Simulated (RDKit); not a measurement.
RDKit input (UFF):

```python
from rdkit import Chem
from rdkit.Chem import AllChem, rdDetermineBonds

mol = Chem.MolFromXYZFile('mol.xyz')
rdDetermineBonds.DetermineBonds(mol, charge=-1)
print('SMILES', Chem.MolToSmiles(Chem.RemoveHs(mol)))
ff = AllChem.UFFGetMoleculeForceField(mol)
e0 = ff.CalcEnergy()
flag = ff.Minimize(maxIts=5000, forceTol=1e-5)
print(f'energy {e0:.4f} -> {ff.CalcEnergy():.4f} kcal/mol, converged: {flag == 0}')
print(Chem.MolToXYZBlock(mol))
```
mol.xyz:
```
8

O      0.61202200    -1.52382800    -0.76630400
Si     0.00794000    -0.03611200    -0.27518800
O     -1.48579100     0.06534500    -1.03537500
O      0.95742900     1.07800200    -1.09776500
S     -0.05041600     0.22929100     1.74730500
H      1.09248500    -1.90603400    -0.02672800
H     -2.16609500    -0.04363700    -0.36514400
H      1.09983000     1.83042600    -0.51683500
```

Output:

```
[04:22:22] UFFTYPER: Unrecognized charge state for atom: 4
SMILES O[Si](O)(O)[S-]
energy 9.7716 -> -0.4697 kcal/mol, converged: True
8

O      0.117855   -1.705761   -0.627351
Si     0.007245   -0.033765   -0.254112
O     -1.419890    0.614631   -0.954100
O      1.376939    0.784766   -0.887405
S     -0.058039    0.218032    1.841245
H      0.973121   -1.997556   -0.222244
H     -2.155942    0.075598   -0.568867
H      1.226116    1.737509   -0.663200
```

The dipole moment of an ion depends on the origin.

The geometry given is a B3LYP-D3(BJ)/def2-TZVP minimum.
